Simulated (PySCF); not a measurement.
Structure from NMR data

Molecular formula: C₄H₈ClFSi₂. Simulated spectra:

1H NMR (300 MHz, computed): δ 6.77 (m, 1H), 6.52 (m, 1H), 6.35 (m, 1H), 6.34 (m, 1H), 5.63 (m, 1H), 4.33 (d, 3H).

13C{1H} NMR (computed): δ 186.8 (C), 146.8 (CH2), 136.9 (CH), 117.1 (CH).

Computed data (PySCF 2.14.0 with density-fitted response routines): shielding tensors at PBE0/pcSseg-1 (GIAO), GFN2-xTB structure. One conformer, non-relativistic, rapidly exchanging positions averaged, no solvent.

Shifts are taken against calculated references (same method and geometry level): 1H (σref 31.72) and 13C (σref 186.93) vs TMS.

**Question.** Which of these isomers gave the spectra?
A. C[SiH2]C#C[Si@@](C)(F)Cl
B. C=C[Si@@]1(Cl)C[SiH2][C@H]1F
C. FC1=C(Cl)C[SiH2][SiH2]C1
D. C=C[Si@@H](Cl)/C(F)=C\[SiH3]
E. C=C[Si@@]1(Cl)C[SiH2][C@@H]1F

**Answer.** D. 

Rings plus π bonds: 2 (no ring in the answer). 4 carbon signals for 4 carbons: no two carbons are equivalent. Carbon types of the structure: 1 × C, 2 × CH, 1 × CH2, leaving 4 H on heteroatoms. δC 186.8: fully substituted alkene carbon. δC 146.8: terminal =CH2 carbon; an sp2 carbon of a C=C bond. δC 136.9, 117.1: alkene CH; as expected for a trigonal carbon in a double bond. δH 6.77, 6.52: hydrogen on a terminal =CH2 carbon; attached to an sp2 carbon and in the plane of the double bond. δH 6.35, 6.34: hydrogen on an alkene CH; a vinylic proton, deshielded by the sp2 carbon and the C=C anisotropy.

The others: C=C[Si@@]1(Cl)C[SiH2][C@@H]1F would give 8 signals for carbon-bound and other non-exchanging H, not 6; C=C[Si@@]1(Cl)C[SiH2][C@H]1F would give 8 signals for carbon-bound and other non-exchanging H, not 6; C[SiH2]C#C[Si@@](C)(F)Cl would give 4 signals for carbon-bound and other non-exchanging H, not 6; FC1=C(Cl)C[SiH2][SiH2]C1 would give 4 signals for carbon-bound and other non-exchanging H, not 6.

Splittings by 19F in the carbon and heteronuclear signals aren't shown, as no couplings were computed. Shifts are as computed. Against solution values, carbons near 30 ppm lie about +3 ppm off and those near 130 ppm about +5 ppm. Of 1309 compounds with measured shifts, 239 miss one by over three times the rms of a fit or turn the order of signals round; such compounds aren't used in these exercises. Multiplicities follow the n + 1 count of equivalent neighbours, as no J values were calculated; m marks all less simple cases, F and P coupling included.
